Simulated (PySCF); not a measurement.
C2H5NO2Si, SMILES O[Si@@H]1C=NCO1. Atoms are numbered in the order given.

```xyz
11

O      1.8505     0.3621     1.1065
Si     0.5376     0.7175     0.1632
C     -1.1516     0.1715     0.8130
N     -1.6819    -0.6971     0.0387
C     -0.8726    -1.0005    -1.1278
O      0.3452    -0.2868    -1.1617
H      1.9521    -0.5463     1.4094
H      0.7231     2.1386    -0.1936
H     -1.7055     0.4598     1.7184
H     -0.6743    -2.0867    -1.1340
H     -1.4688    -0.7594    -2.0248
```
Charge 0, spin multiplicity 1.

The structure is a stationary point at ωB97X-D3(BJ)/def2-SVP. The structure was generated by enumeration; whether it is a known compound was not checked. Other conformers were not sampled.

Two levels are set side by side: PBE/pcSseg-1 (PySCF) and PBE0/pcSseg-1 (PySCF). GIAO shifts against H2O (¹⁷O), NH3 (¹⁵N), TMS (²⁹Si), TMS (¹H), TMS (¹³C) at the same level; non-relativistic, no solvent, atoms listed together averaged. Differences are taken from unrounded values.

| quantity | PBE0 |
|---|---|
| δ(¹⁷O) of O1 (ppm) | 60.5 |
| δ(²⁹Si) of Si2 (ppm) | -17.0 |
| δ(¹³C) of C3 (ppm) | 178.2 |
| δ(¹⁵N) of N4 (ppm) | 474.7 |
| δ(¹³C) of C5 (ppm) | 99.4 |
| δ(¹⁷O) of O6 (ppm) | 105.2 |
| δ(¹H) of H7 (ppm) | 2.05 |
| δ(¹H) of H8 (ppm) | 5.18 |
| δ(¹H) of H9 (ppm) | 8.81 |
| δ(¹H) of H10, H11 (ppm) | 6.10 |

### Question
What does PBE give, and how far is it from PBE0? (An estimate is asked for; the answer gives what the named calculation found.)

### Answer

| quantity | PBE | PBE minus PBE0 |
|---|---|---|
| δ(¹⁷O) of O1 (ppm) | 70.7 | 10.2 |
| δ(²⁹Si) of Si2 (ppm) | -17.3 | -0.3 |
| δ(¹³C) of C3 (ppm) | 174.2 | -4.0 |
| δ(¹⁵N) of N4 (ppm) | 464.2 | -10.5 |
| δ(¹³C) of C5 (ppm) | 103.2 | 3.8 |
| δ(¹⁷O) of O6 (ppm) | 125.3 | 20.1 |
| δ(¹H) of H7 (ppm) | 1.95 | -0.10 |
| δ(¹H) of H8 (ppm) | 5.41 | 0.23 |
| δ(¹H) of H9 (ppm) | 8.65 | -0.16 |
| δ(¹H) of H10, H11 (ppm) | 6.28 | 0.18 |

Rough cost on one machine, each run with all the roots and properties that it gave: PBE0 against PBE within a factor of 2.
